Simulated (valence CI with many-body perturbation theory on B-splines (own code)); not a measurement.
**Pm³⁰⁺: key properties**

Method: relativistic CI+MBPT: three valence electrons over a frozen Dirac-Fock core [Ar] 3d10, radial functions for each j: 11 s, 11 p, 10 d, 8 f, 5 g, 2 h, with the one-electron correlation potential Σ1 (screened to all orders), the two-electron term Σ2, the three-electron term Σ3, Breit, model QED; selected single and double excitations, second order for the rest, scaled by the run's own slope (own B-spline code, finite nucleus).

No measured spectrum was set against this ion. As an estimate, large intervals hold to a few tenths of a per cent, small ones and those within an open d or f shell to about a per cent.

Levels are named by their leading jj configuration (3d3/2^4 stands for four electrons in 3d with j = 3/2), which in mixed levels can hold well under half, so a name can repeat and another be missing.

Rates and lifetimes use the calculated energies. Strong lines usually hold to 10 to 20 %, long lifetimes can be off by a factor of two.

(1) What is the ground level?

(2) What is the ionisation energy?

(3) Among levels below 3874.0 × 10³ cm⁻¹, which E1 lines absorb most strongly from the ground level?

(4) How well does LS coupling describe the low levels?

(5) Where does the other parity begin?

(6) Name the longest-lived excited levels whose lifetime is computed, and their main decay.

Answers

(1) (4s^2 4p1/2) J=1/2, composition 99 % 4s²4p ²P°, g = 0.662.

(2) 1159.6 eV; NIST lists 1158 ± 4 eV (theoretical).

(3) to (4s^2 4d3/2) J=3/2 at 8.127 nm, f = 0.505; to (4s 4p1/2 4p3/2) J=1/2 at 11.37 nm, f = 0.394; to (4s 4p3/2^2) J=3/2 at 8.672 nm, f = 0.348.

(4) Among the lowest 20 levels the leading LS term, summed over configurations, holds 71 % on average. For single configurations the figures are 68 % in LS and 82 % in jj coupling. Terms mix most in the J = 3/2 level at 1634.3 × 10³ cm⁻¹, where the leading one holds 36 %.

(5) At (4s 4p1/2^2) J=1/2, 525.90 × 10³ cm⁻¹.

(6) (4s 4p3/2 4d5/2) J=9/2 at 1941.1 × 10³ cm⁻¹ lives 6.81 μs, mostly by M1 to (4s 4p1/2 4d5/2) J=7/2; (4s^2 4p3/2) J=3/2 at 277.83 × 10³ cm⁻¹ lives 5.12 μs, mostly by M1 to (4s^2 4p1/2) J=1/2.
